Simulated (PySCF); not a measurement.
Input for PySCF: R-B3LYP/LANL2DZ on GaGeH5 (SMILES [GaH2][GeH3]), a point of a torsion scan.

```python
from pyscf import gto, scf, dft, mp
from pyscf.data.elements import chemcore

mol = gto.M(
    atom='''
    Ga    1.41032933   -0.09304028   -0.00197769
    Ge   -1.00945772    0.06774938    0.02517625
    H     2.37643975    1.16979615    0.02009584
    H     2.23733532   -1.45032258   -0.05001075
    H    -1.54127770    1.48300640    0.06525619
    H    -1.74450937   -0.51830095   -1.16033594
    H    -1.72262975   -0.57496169    1.19473174
    ''',
    basis='lanl2dz',
    ecp={'Ga': 'lanl2dz', 'Ge': 'lanl2dz'},
    charge=0, spin=0, verbose=3, max_memory=1800)
mf = dft.RKS(mol, xc='b3lyp')
mf.conv_tol = 1e-8
mf.max_cycle = 100
mf.kernel()
if not mf.converged:
    mf = mf.newton().run(mf.mo_coeff, mf.mo_occ)
```

The log:

```
converged SCF energy = -8.79432084684371
```

The calculation finished and met its thresholds.

Cost: roughly 2.4 core-seconds.
